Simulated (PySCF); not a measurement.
From computed data to an observable: refractive index and permittivity of the vapour

C₄H₇BO₂, SMILES OB(OC=C=C)C.

Coordinates come from a B3LYP-D3(BJ)/def2-SVP optimisation. The structure was generated by enumeration, and PubChem lists no compound with its InChIKey, so it may never have been made. One conformer was computed; it need not be the lowest.

ωB97X/def2-TZVP in PySCF gives a mean static polarisability of 73.2 bohr³ and a dipole moment of 1.75 D. Take an ideal gas at 298.15 K and 0.01 bar, whether or not the substance is that volatile.

Task: Work out n − 1 in the optical limit and the static ε − 1.

Result: 
Polarisability volume α' = 73.2 × 0.148185 = 10.85 Å³. Number density N = p/kT = 2.43e-7 Å⁻³.
Dilute limit of Lorentz–Lorenz: n − 1 = 2π N α' = 1.7e-5.
Orientation term of Debye: μ²/(3kT) = 8.098 Å³ × μ²(D²) = 24.80 Å³.
ε − 1 = 4π N (α' + μ²/3kT) = 0.00011. Orientation of the dipole supplies 70 % of the static response; it can't follow optical fields. Vibrational polarisation and dispersion are left out.
